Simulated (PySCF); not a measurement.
PySCF 2.14 output of a UHF calculation on a single atom or ion in aug-cc-pVTZ-DK (9s8p6d3f2g, 102 functions), with the spin-free X2C one-electron Hamiltonian (Gaussian nucleus):

```
SCF conv_tol = 1e-09
number electrons alpha = 24  beta = 21
cycle= 1 E= -5042.26932089483  delta_E= -0.00834  |g|= 0.0369  |ddm|= 0.0446
cycle= 2 E= -5042.26962713199  delta_E= -0.000306  |g|= 0.00772  |ddm|= 0.00933
cycle= 3 E= -5042.26964307337  delta_E= -1.59e-05  |g|= 0.00135  |ddm|= 0.00352
cycle= 4 E= -5042.26964356772  delta_E= -4.94e-07  |g|= 0.00044  |ddm|= 0.000805
cycle= 5 E= -5042.26964369684  delta_E= -1.29e-07  |g|= 5.19e-05  |ddm|= 0.000513
cycle= 6 E= -5042.26964369876  delta_E= -1.91e-09  |g|= 8.74e-06  |ddm|= 5.94e-05
cycle= 7 E= -5042.26964369881  delta_E= -5.09e-11  |g|= 1.64e-06  |ddm|= 1.1e-05
converged SCF energy = -5042.26964369881  <S^2> = 3.7533643  2S+1 = 4.0016818
```

The run itself started from symmetry-adapted Hartree-Fock orbitals and held the occupation by maximum overlap, so the iterations belong to that start.

Which element, charge and spin multiplicity is this?

Pd⁺ (palladium, charge +1), multiplicity 4; the state was [Kr] 4d8 5s1, high-spin 4F determinant (an excited configuration).
